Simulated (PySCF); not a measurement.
## Fluorine: a sound run and one with changed settings

Sound run: F+ [He] 2s2 2p4, F(2+) [He] 2s2 2p3. Computed with PySCF 2.14 in x2c-TZVPall (5s3p2d1f, 31 functions), with scalar relativity by spin-free X2C-1e. The sound run starts from symmetry-adapted Hartree-Fock orbitals and uses a fine grid where one is needed.

Changed run: radial step 0.5 in ln r (0.13 in the sound run). This setting is unsound on purpose.

```
species  method  sound run (hartree)  changed run (hartree)  converged
     F+     UHF            -98.92406              -98.92406        yes
     F+  M06-2X            -99.18189              -99.14701        yes
     F+     PBE            -99.11116              -99.10453        yes
  F(2+)     UHF            -97.69681              -97.69681        yes
  F(2+)  M06-2X            -97.89647              -97.87250        yes
  F(2+)     PBE            -97.80995              -97.80423        yes
```

Ionisation energy of F+:

```json
{"method": "UHF", "sound run (eV)": "33.395", "changed run (eV)": "33.395"}
{"method": "M06-2X", "sound run (eV)": "34.978", "changed run (eV)": "34.681"}
{"method": "PBE", "sound run (eV)": "35.408", "changed run (eV)": "35.383"}
```

A coarse radial grid mis-integrates the density and the exchange-correlation energy, with errors of either sign; Hartree-Fock needs no grid.

For comparison, NIST gives 34.971 eV between the lowest levels.
